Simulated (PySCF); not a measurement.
FH3SSi, SMILES F[SiH2]S.

Geometry: B3LYP-D3(BJ)/def2-TZVP. One conformer was computed; it need not be the lowest.

Method: B3LYP-D3(BJ)/def2-TZVP in PySCF.

Frequencies are harmonic and unscaled.

Computed harmonic wavenumbers and intensities:
```json
[
 {"mode": "1", "ν (cm⁻¹)": "204", "IR (km/mol)": "9.9", "moving atoms (share of kinetic energy)": "H 71 %, F 18 %"},
 {"mode": "2", "ν (cm⁻¹)": "245", "IR (km/mol)": "15.3", "moving atoms (share of kinetic energy)": "F 37 %, H 25 %, S 24 %, Si 15 %"},
 {"mode": "3", "ν (cm⁻¹)": "511", "IR (km/mol)": "45.4", "moving atoms (share of kinetic energy)": "S 43 %, Si 38 %, H 16 %"},
 {"mode": "4", "ν (cm⁻¹)": "531", "IR (km/mol)": "34.3", "moving atoms (share of kinetic energy)": "H 77 %, Si 17 %"},
 {"mode": "5", "ν (cm⁻¹)": "752", "IR (km/mol)": "26.6", "moving atoms (share of kinetic energy)": "H 86 %, Si 8 %"},
 {"mode": "6", "ν (cm⁻¹)": "811", "IR (km/mol)": "19.6", "moving atoms (share of kinetic energy)": "H 92 %"},
 {"mode": "7", "ν (cm⁻¹)": "863", "IR (km/mol)": "41.3", "moving atoms (share of kinetic energy)": "F 54 %, H 23 %, Si 23 %"},
 {"mode": "8", "ν (cm⁻¹)": "918", "IR (km/mol)": "287.8", "moving atoms (share of kinetic energy)": "H 72 %, Si 21 %"},
 {"mode": "9", "ν (cm⁻¹)": "953", "IR (km/mol)": "111.1", "moving atoms (share of kinetic energy)": "H 93 %"},
 {"mode": "10", "ν (cm⁻¹)": "2263", "IR (km/mol)": "76.9", "moving atoms (share of kinetic energy)": "H 98 %"},
 {"mode": "11", "ν (cm⁻¹)": "2279", "IR (km/mol)": "106.4", "moving atoms (share of kinetic energy)": "H 96 %"},
 {"mode": "12", "ν (cm⁻¹)": "2670", "IR (km/mol)": "0.7", "moving atoms (share of kinetic energy)": "H 97 %"}
]
```
